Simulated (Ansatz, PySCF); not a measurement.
C3H2F3, SMILES C=C(F)[C](F)F (connectivity only; charge and spin as stated), charge +1, multiplicity 1. Atoms are numbered in the order given.

```xyz
8

C     -1.0799    -1.5249     0.0000
C      0.0353    -0.7554     0.0000
F      1.2512    -1.2248     0.0000
C     -0.0542     0.6665     0.0000
F     -1.1507     1.2765     0.0000
F      0.9675     1.3839     0.0000
H     -2.0786    -1.0787     0.0000
H     -0.9834    -2.6166     0.0000
```
Charge +1, spin multiplicity 1.

Geometry: PBE0-D3(BJ)/def2-SVP. The spin state was assumed, not searched. The isomer is the one that the SMILES or the coordinates give; other isomers of the formula were not compared. Other conformers were not sampled.

Two levels are set side by side: PBE-D3(BJ)/def2-SVP (Ansatz, a first-principles code) and PBE0-D3(BJ)/def2-SVP (Ansatz). Each level has its own optimised geometry; the coordinates shown are those of the second. Frequencies come from the Hessian of PySCF at each geometry. Differences are taken from unrounded values.

| quantity | PBE0-D3(BJ) |
|---|---|
| mean bond length (Å) | 1.254 |
| bond C1–C2 (Å) | 1.355 |
| bond C2–F3 (Å) | 1.303 |
| bond C2–C4 (Å) | 1.425 |
| bond C4–F5 (Å) | 1.255 |
| bond C4–F6 (Å) | 1.248 |
| bond C1–H7 (Å) | 1.094 |
| bond C1–H8 (Å) | 1.096 |
| highest harmonic wavenumber (cm⁻¹) | 3300 |
| mean harmonic wavenumber (cm⁻¹) | 1149 |
| zero-point energy (kcal/mol) | 29.56 |

Problem. What does PBE-D3(BJ) give, and how far is it from PBE0-D3(BJ)? (Estimate from the structure and the level; the computed values follow.)

Solution. 
| quantity | PBE-D3(BJ) | PBE-D3(BJ) minus PBE0-D3(BJ) |
|---|---|---|
| mean bond length (Å) | 1.266 | 0.013 |
| bond C1–C2 (Å) | 1.368 | 0.013 |
| bond C2–F3 (Å) | 1.315 | 0.011 |
| bond C2–C4 (Å) | 1.437 | 0.012 |
| bond C4–F5 (Å) | 1.272 | 0.017 |
| bond C4–F6 (Å) | 1.266 | 0.018 |
| bond C1–H7 (Å) | 1.102 | 0.008 |
| bond C1–H8 (Å) | 1.104 | 0.008 |
| highest harmonic wavenumber (cm⁻¹) | 3209 | -91 |
| mean harmonic wavenumber (cm⁻¹) | 1103 | -46 |
| zero-point energy (kcal/mol) | 28.38 | -1.18 |

GGA bonds tend to be longer and softer than those of functionals with exact exchange. Differences between two approximate levels are no errors against the true value.
